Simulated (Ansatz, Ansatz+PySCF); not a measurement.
```xyz
3

Cl    0.0000    0.0000   -2.2648
Zn    0.0000    0.0000    0.0000
Cl    0.0000    0.0000    2.2648
```

RHF-MP2 on singlet ZnCl₂ was run in several spherical basis sets with Ansatz (development build ahead of 0.2.0). Frozen core: 15 orbitals.

Q: Rank the basis sets by the total energy that they give, lowest first, with the distance from the lowest.
A. def2-SVP
B. cc-pVDZ
C. def2-TZVP
D. 6-31G(d)
E. cc-pVTZ

A: E (0.00 eV), C (7.78 eV), B (10.66 eV), D (31.30 eV), A (34.14 eV).

Totals follow the description of the cores as much as that of the bonds, so this order isn't one of quality for chemistry.
